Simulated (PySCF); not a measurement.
F2HOSTa, SMILES [OH][Ta]([F])([F])=[S], multiplicity 1.

Geometry: B3LYP-D3(BJ)/def2-SVP. The multiplicity is an assumed one; no other spin state was optimised. The structure was generated by enumeration; whether it is a known compound was not checked. The def2 effective core potentials stand for the cores of Ta; spin–orbit coupling is left out. One conformer was computed; it need not be the lowest.

The numbers are results of ωB97X/def2-TZVP (PySCF), not measurements.

Symmetry labels are those of the subgroup Cs that the program uses (full group Cs).

List the valence orbital energies around the gap with their symmetry. (The exact figures need the calculation; the answer reports its results.)


```csv
orbital,symmetry,energy (eV)
HOMO−7,A",-15.80
HOMO−6,A',-15.51
HOMO−5,A",-15.07
HOMO−4,A',-13.89
HOMO−3,A",-13.57
HOMO−2,A',-11.43
HOMO−1,A',-10.32
HOMO,A",-10.26
LUMO,A',0.19
LUMO+1,A",0.43
LUMO+2,A',0.99
LUMO+3,A',1.22
```
